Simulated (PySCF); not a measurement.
Spinor energies of V(20+) (vanadium, charge +20)

Start: [He] 2s1; 2s1/2 filled at m_j = +1/2. Calculated with PySCF 2.14 in an even-tempered Gaussian basis (17 s from 5.1 bohr⁻², ratio 2.4; 11 p from 6.6 bohr⁻², ratio 2.4; 5 d from 20 bohr⁻², ratio 2.6; 4 f from 31 bohr⁻², ratio 2.6): generalised Hartree-Fock with the X2C-1e Hamiltonian and a Gaussian nucleus; one run each with spin-orbit coupling (SO) switched off, then screened by Boettger's factors.

```tsv
spinor shell	electrons	ε, spin-free (eV)	ε, screened SO (eV)	weight of nominal j (screened SO)	rms radius, screened SO (bohr)
1s1/2	2	-6736.8	-6736.8	1.000	0.0758
2s1/2	1	-1570.0	-1570.0	1.000	0.296
```

| quantity | spin-free | screened SO |
| --- | --- | --- |
| E (hartree) | -575.98057 | -575.98057 |
| M_J | 1/2 | 1/2 |
| ⟨J²⟩ | 0.750 | 0.750 |
| ⟨L²⟩ | 0.000 | 0.000 |
| ⟨S²⟩ | 0.750 | 0.750 |

Each row is a mean over spinors that exchange with the open shell spreads, by up to 13.129 eV (1s1/2).

Without spin-orbit coupling the j labels of p, d and f shells carry no meaning; the spin-free column gives the mean over the occupied spinors of each nl shell.
